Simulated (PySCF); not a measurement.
**Calculated NMR parameters of C[SiH2][SiH2][SiH3]**

* Formula: CH10Si3
* SMILES: C[SiH2][SiH2][SiH3]
* InChI: InChI=1S/CH10Si3/c1-3-4-2/h3-4H2,1-2H3
* Point group of the computed structure: C1
* Degrees of unsaturation: 0
* Carbon signals: 1
* Proton signals: 4

Molfile (atoms numbered from 1):
```
CH10Si3
     RDKit          3D

 14 13  0  0  0  0  0  0  0  0999 V2000
   -1.9925    0.1542   -0.3365 C   0  0  0  0  0  0  0  0  0  0  0  0
   -1.2304   -0.3720    1.3240 Si  0  0  0  0  0  4  0  0  0  0  0  0
    1.0029    0.2546    1.3522 Si  0  0  0  0  0  4  0  0  0  0  0  0
    2.1346   -0.0421   -0.6466 Si  0  0  0  0  0  4  0  0  0  0  0  0
   -1.9213    1.2294   -0.4785 H   0  0  0  0  0  0  0  0  0  0  0  0
   -3.0427   -0.1141   -0.4012 H   0  0  0  0  0  0  0  0  0  0  0  0
   -1.4816   -0.3204   -1.1703 H   0  0  0  0  0  0  0  0  0  0  0  0
   -2.0528    0.2164    2.3916 H   0  0  0  0  0  0  0  0  0  0  0  0
   -1.4108   -1.8266    1.4516 H   0  0  0  0  0  0  0  0  0  0  0  0
    1.7008   -0.4695    2.4286 H   0  0  0  0  0  0  0  0  0  0  0  0
    1.1220    1.6620    1.7757 H   0  0  0  0  0  0  0  0  0  0  0  0
    1.9949   -1.4193   -1.1321 H   0  0  0  0  0  0  0  0  0  0  0  0
    1.6028    0.8210   -1.7066 H   0  0  0  0  0  0  0  0  0  0  0  0
    3.5735    0.2258   -0.5941 H   0  0  0  0  0  0  0  0  0  0  0  0
  1  2  1  0
  2  3  1  0
  3  4  1  0
  1  5  1  0
  1  6  1  0
  1  7  1  0
  2  8  1  0
  2  9  1  0
  3 10  1  0
  3 11  1  0
  4 12  1  0
  4 13  1  0
  4 14  1  0
M  END
```

All values are calculated (PySCF): GIAO PBE0/pcSseg-1 shieldings, geometry: GFN2-xTB. No solvent model, one averaged value for each set of equivalent atoms, one conformer, no relativistic terms.

References, each an isolated molecule treated in the same way: TMS for ¹H, ¹³C, ²⁹Si.

| carbon | δC, type | δH (multiplicity) | HMBC from (2–3 bonds) | span of the C tensor (ppm) |
| --- | --- | --- | --- | --- |
| C1 | -8.2, CH3 | 0.18 (t) | H8/H9, H10/H11 | 11 |

Other nuclei:
```tsv
atoms	nucleus	environment	δ (ppm)	σ (ppm)
H8/H9	¹H	hydrogen on a silicon bonded to C, Si	4.07	27.65
H12/H13/H14	¹H	hydrogen on a silicon bonded to Si	3.50	28.22
H10/H11	¹H	hydrogen on a silicon bonded to 2 Si	3.34	28.37
Si2	²⁹Si	silicon bonded to C, Si, 2 H	-76.9	426.0
Si4	²⁹Si	silicon bonded to Si, 3 H	-118.4	467.6
Si3	²⁹Si	silicon bonded to 2 Si, 2 H	-131.5	480.7
```

δC -8.2: methyl carbon bonded to Si; an electropositive neighbour leaves it electron-rich and shielded. δH 4.07: hydrogen on a silicon bonded to C, Si. δH 3.50: hydrogen on a silicon bonded to Si. δH 3.34: hydrogen on a silicon bonded to 2 Si. δH 0.18: hydrogen on a methyl carbon bonded to Si; an electropositive neighbour shields it, as in TMS itself.

Shifts are as computed. Against solution values, carbons near 30 ppm lie about +3 ppm off and those near 130 ppm about +5 ppm (rms about the fit 2.1 ppm; single classes can miss by 10 ppm). Of 1328 compounds with measured shifts, 309 miss one by over three times the rms of a fit or turn the order of signals round; such compounds aren't used in these exercises. Signals without a measured value on file couldn't be tested in this way; 1H shifts scatter by 0.2 ppm about their fit, and single ones miss by 0.5 ppm. No couplings were computed; multiplicities are counted from neighbouring protons, with m where these are inequivalent, close in shift, in a saturated or five-membered ring or joined by F or P, and br s for small geminal =CH2 splittings.
